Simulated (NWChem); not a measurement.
GaNH$_{3}$Br; SMILES [GaH]([NH2])[Br]

```xyz
6

Ga    -0.3790     0.9015     0.0000
H     -1.8538     1.3802     0.0000
Br     0.1172    -1.3423     0.0000
N      1.0606     1.9801     0.0000
H      2.0136     1.6372     0.0000
H      1.0138     2.9916     0.0000
```
Atoms are numbered in this order, from 1.

Level: PBE0/def2-SVP (NWChem), optimised geometry, unscaled harmonic frequencies. This build's default masses of Se (78.918 u) and Br (79.917 u) are each other's, which moves their modes by up to 0.6 %.

```
frequency (cm⁻¹)  IR intensity (km/mol)
----------------  ---------------------
143                                 1.8
276                               217.7
303                                29.3
369                                 1.7
514                                 3.1
570                                58.8
731                               117.2
753                                63.9
1513                               31.5
2048                              113.3
3622                               42.5
3735                               46.4
```

The zero-point energy comes out as 20.8 kcal/mol, the thermal correction to the enthalpy at 298.15 K (with zero-point energy) comes out as 24.7 kcal/mol and the heat capacity Cv is 16.7 cal/(mol K). The entropy at 298.15 K and 1 atm (symmetry number 1) comes out as 76.0 cal/(mol K) and the dipole moment comes out as 2.68 D.

Rigid rotor and harmonic oscillator.
